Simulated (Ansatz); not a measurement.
A nudged elastic band was laid between two geometries of ClFGeH2 + H2O (8 atoms, charge 0, multiplicity 1).

All numbers below come from RKS BHLYP-D4/def2-SVP (Ansatz 0.2.0).

* movable images: 5
* climbing image: yes
* spring: 5.0 eV/Å²
* optimiser: quadratic models (default)
* start path: through a guess of the saddle point
* force threshold: 0.5 eV/Å
* iteration limit: 60
* end points: relaxed

Initial state:

```xyz
8
Properties=species:S:1:pos:R:3
Ge -0.116 0.237 -0.151
F -0.250 0.133 1.577
H 1.329 0.093 -0.569
H -0.799 1.551 -0.506
Cl -1.341 -1.338 -0.954
O 1.101 -2.181 1.065
H 0.406 -2.773 0.781
H 0.728 -1.724 1.819
```

Final state:

```xyz
8
Properties=species:S:1:pos:R:3
Ge -0.069 -0.399 -0.312
F 0.989 0.125 2.314
H 1.275 0.177 -0.712
H -1.113 0.569 0.210
Cl -0.903 -1.413 -2.032
O 0.176 -1.709 0.875
H -0.080 -2.587 0.596
H 0.783 -0.764 2.124
```

**Question.** What changes between the two ends?

**Answer.** Bonds broken: Ge1–F2, O6–H8. Bonds formed: Ge1–O6, F2–H8. ClFGeH2 + H2O becomes ClGeH3O + FH.

**Question.** What energy profile does the band end with?

**Answer.** The forces met the threshold. The highest image is number 4 of 0 to 6, 0.88 eV above the first end and 0.69 eV above the last; the last end lies 0.19 eV above the first. The threshold of 0.5 eV/Å is loose, so the images may lie well off the minimum-energy path. The order of the stationary point at the top wasn't checked. The orbitals stay closed-shell, which can raise the energy where a bond breaks towards radicals; this wasn't checked here.

| image | path coordinate (Å) | energy (eV) | Ge1–F2 (Å) | O6–H8 (Å) | Ge1–O6 (Å) |
| --- | --- | --- | --- | --- | --- |
| 0 | 0.00 | 0.00 | 1.74 | 0.96 | 2.97 |
| 1 | 0.68 | 0.14 | 1.74 | 0.96 | 2.78 |
| 2 | 1.37 | 0.45 | 1.77 | 0.96 | 2.40 |
| 3 | 2.05 | 0.60 | 1.82 | 0.97 | 2.13 |
| 4 | 2.73 | 0.88 | 2.04 | 1.10 | 1.92 |
| 5 | 3.33 | 0.30 | 2.54 | 1.51 | 1.82 |
| 6 | 3.93 | 0.19 | 2.88 | 1.68 | 1.78 |

**Question.** What is the geometry of the highest image?

**Answer.** 
```xyz
8
Properties=species:S:1:pos:R:3
Ge 0.067 -0.229 -0.118
F 0.785 0.179 1.752
H 1.366 0.278 -0.689
H -1.183 0.556 0.231
Cl -0.696 -1.396 -1.840
O 0.367 -1.806 0.937
H -0.278 -2.500 1.074
H 0.630 -1.084 1.717
```

Run time: 4.1 min on 2 threads of Arm Neoverse N1, on a shared host, peak memory 0.25 GiB.
